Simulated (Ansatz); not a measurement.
C2H3BrSi (`BrC1=C[SiH2]1`). The species carries charge 0 and has multiplicity 1.

```xyz
7

Br    2.408   -1.302   -0.162
C     0.755   -0.454   -0.021
C    -0.380   -0.698    0.618
Si   -0.458    0.838   -0.357
H    -0.772   -1.457    1.281
H    -1.185    0.902   -1.646
H    -0.369    2.170    0.287
```

**Question.** List the harmonic frequencies (cm⁻¹, unscaled) at PBE0-D4/def2-TZVP in Ansatz. (An estimate is asked.)

**Answer.** Computed: 235, 268, 383, 555, 654, 668, 753, 840, 923, 982, 1052, 1603, 2239, 2249, 3229.

**Question.** Is this a minimum?

**Answer.** Yes, all 15 modes are real.

**Question.** Give the ideal-gas thermochemistry at 298.15 K and 1 bar (rigid rotor, harmonic oscillator; point group Cs, symmetry number 1).

**Answer.** Zero-point energy 99.5 kJ/mol; H(298) − E = 114.7 kJ/mol; entropy 308.4 J/(mol·K), of which translation 170.0, rotation 111.4, vibration 27.0; G(298) − E = 22.8 kJ/mol.
